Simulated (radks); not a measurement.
The numbers below are computed, except where a source is named.
Q: Coherent X-ray form factor from a spherical all-electron density. Level of theory: Dirac Kohn-Sham, PBEsol, spin-unpolarised, spherical densities, finite nucleus; Fermi nuclear charge, rms radius of each element as measured or else 0.836 A^(1/3) + 0.57 fm (a radial shooting solver on a logarithmic mesh with Libxc functionals).

| sin(theta)/lambda (1/angstrom) | f0 (electrons) |
|---|---|
| 0.05 | 57.941 |
| 0.1 | 55.324 |
| 0.15 | 52.055 |
| 0.2 | 48.629 |
| 0.25 | 45.277 |
| 0.3 | 42.150 |
| 0.4 | 36.808 |
| 0.5 | 32.525 |
| 0.6 | 28.956 |
| 0.8 | 23.352 |
| 1 | 19.534 |
| 1.25 | 16.497 |
| 1.5 | 14.289 |
| 2 | 10.470 |

The species is in the configuration that NIST lists as its ground one. Which atom or ion scatters so?

A: The neodymium ion Nd+, [Xe] 4f4 6s1. Extrapolating in s^2 from the first two rows gives f0(0) = 58.8, near the electron count 59; among species with that count, the fall with angle is slower the higher Z, and the table is that of Z = 60; from so few rows the species is fixed only to a neighbour or two.
